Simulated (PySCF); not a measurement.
bromine (Br2), SMILES BrBr. Geometry: PBE-D3(BJ)/def2-TZVP.

TDA-PBE0/def2-TZVPD (PySCF) puts the lowest singlet excitations at 2.84, 2.84, 4.95, 4.95, 7.69, 7.69 eV.

Question: What are the lowest excitation roots from ADC(2)/aug-cc-pVDZ (PySCF 2.14.0)? (Estimate from the structure and the level; the computed values follow.)

Answer: 3.03, 3.03, 5.28, 5.28, 7.99, 7.99 eV. S1 differs by 0.19 eV (second minus first; roots are paired by order, and the bases may differ).
